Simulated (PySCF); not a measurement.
[TlF2]+ relaxed at several levels

Computed with PySCF 2.14.0, def2-SVP on the ligands, density fitting, scalar-relativistic core potentials, no spin-orbit coupling, vacuum. Each row is relaxed at its own level from the same template. Distances are means of the shortest metal–ligand contacts, charges and spins Mulliken's; removal energies are rigid, with the ligand's formal charge and no counterpoise, so too large; for an anion taken off a cation in vacuum most of it is the attraction of opposite charges, and multiply charged cations can part far more cheaply with an electron moved from ligand to metal.

| level | basis on the metal | point group | M–F (Å) | charge on M (e) | HOMO–LUMO gap (eV) | removal of one F (eV) | strongest infrared band, degenerate modes summed (cm⁻¹) | unstable modes (below −25 cm⁻¹) |
| --- | --- | --- | --- | --- | --- | --- | --- | --- |
| BP86 | def2-SVP with ECP60 | D∞h | 1.951 | 1.34 | 3.35 | 20.88 | 146 | 0 |

Problem. What does the calculation give for PBE0, def2-SVP with ECP60?

Solution. point group: D∞h, M–F (Å): 1.924, charge on M (e): 1.48, HOMO–LUMO gap (eV): 6.73, removal of one F (eV): 20.50, strongest infrared band, degenerate modes summed (cm⁻¹): 157, unstable modes (below −25 cm⁻¹): 0.
```xyz
3

Tl    0.0000    0.0000    0.3955
F     1.9236    0.0000    0.3965
F    -1.9236    0.0000    0.3965
```

One start shape was tried for each, so a minimum needn't be the lowest isomer.
